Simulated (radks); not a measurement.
Question: These are the eigenvalues of the occupied orbitals of an atom or ion with whole-number occupations (eV). Calculated with a radial shooting solver on a logarithmic mesh with Libxc functionals: Dirac Kohn-Sham, LDA (Slater exchange, Perdew-Wang correlation), spin-unpolarised, spherical densities, point nucleus.

| orbital | eigenvalue |
|---|---|
| 1s1/2 | -75967.50 |
| 2s1/2 | -13287.49 |
| 2p1/2 | -12731.57 |
| 2p3/2 | -11105.52 |
| 3s1/2 | -3113.558 |
| 3p1/2 | -2864.188 |
| 3p3/2 | -2508.234 |
| 3d3/2 | -2090.815 |
| 3d5/2 | -2013.840 |
| 4s1/2 | -670.0840 |
| 4p1/2 | -564.9350 |
| 4p3/2 | -480.4980 |
| 4d3/2 | -307.9079 |
| 4d5/2 | -292.2356 |
| 5s1/2 | -106.4310 |
| 5p1/2 | -73.2829 |
| 4f5/2 | -72.4614 |
| 4f7/2 | -69.3380 |
| 5p3/2 | -59.5509 |
| 5d3/2 | -16.3615 |
| 5d5/2 | -15.0856 |
| 6s1/2 | -13.9087 |

Which element is it, and in what charge state? The configuration may be excited. Open shells, if any, are shared by 2j + 1.

Answer: Z = 77, iridium, charge +1: Ir+ in [Xe] 4f14 5d7 6s1. The list shows which subshells hold electrons but not how many an open one holds; the 1s level, -2791.8 hartree, gives Z - s = 74.7 by -(Z - s)^2/2, which with screening and relativity narrows Z to a few neighbours, and the depths of the outer levels then fix element, charge and occupations together.
